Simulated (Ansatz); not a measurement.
Born–Oppenheimer molecular dynamics of BH$_{7}$N$_{2}$O (11 atoms, charge 0, multiplicity 1). It starts at the highest image of a converged band. Of that band: Neighbouring images differ by up to 2.4 eV, so the band resolves the path poorly. A vibrational analysis at the climbing image gives one clearly imaginary mode, 1431i cm⁻¹: a first-order saddle point.

Computed with RKS PBE0-D4/6-31G* (Ansatz 0.2.0).

- ensemble: NVE (velocity Verlet)
- time step: 0.5 fs
- steps asked: 200
- starting velocities drawn for: 100 K
- seed: 11660

First frame:

```xyz
11
Properties=species:S:1:pos:R:3
B -0.058 0.372 -0.124
H -0.019 -0.421 1.093
N 1.149 0.421 -0.907
H 1.413 -0.416 -1.408
H 1.955 0.861 -0.487
N -1.340 0.048 -0.743
H -1.924 -0.655 -0.314
H -1.312 -0.075 -1.746
O -0.135 1.674 0.813
H -1.050 1.975 0.684
H -0.159 0.592 1.369
```

(1) How far do the bonds stretch over the last three quarters of this one trajectory? (Pairs bonded in most of those frames.)

## Answers

(1) 
| bond | mean (Å) | spread (Å) | shortest | longest |
| --- | --- | --- | --- | --- |
| B1–H2 | 1.207 | 0.009 | 1.19 | 1.22 |
| B1–N3 | 1.458 | 0.052 | 1.38 | 1.54 |
| B1–N6 | 1.430 | 0.025 | 1.39 | 1.48 |
| N3–H4 | 1.023 | 0.007 | 1.01 | 1.04 |
| N3–H5 | 1.015 | 0.007 | 1.00 | 1.03 |
| N6–H7 | 1.010 | 0.006 | 1.00 | 1.02 |
| N6–H8 | 1.013 | 0.008 | 1.00 | 1.03 |
| O9–H10 | 0.973 | 0.027 | 0.92 | 1.02 |
| O9–H11 | 0.973 | 0.034 | 0.92 | 1.03 |

Mean temperature of the second half: 1021 K. The conserved energy stayed within 0.18 meV per atom of its start (net change 0.049 meV per atom), so the integration is sound. The kinetic energy rose, since the run started high on the potential surface and went downhill. It ends in pieces (BH5N2 + H2O), so much of that is their flight and rotation, not heat. A run of 0.1 ps of so small a system gives no equilibrium averages. The orbitals stay closed-shell, which can raise the energy where a bond breaks towards radicals; this wasn't checked here.

Time of the run: 7 min on 1 thread of Arm Neoverse V2 (shared host), peak memory 0.16 GiB.
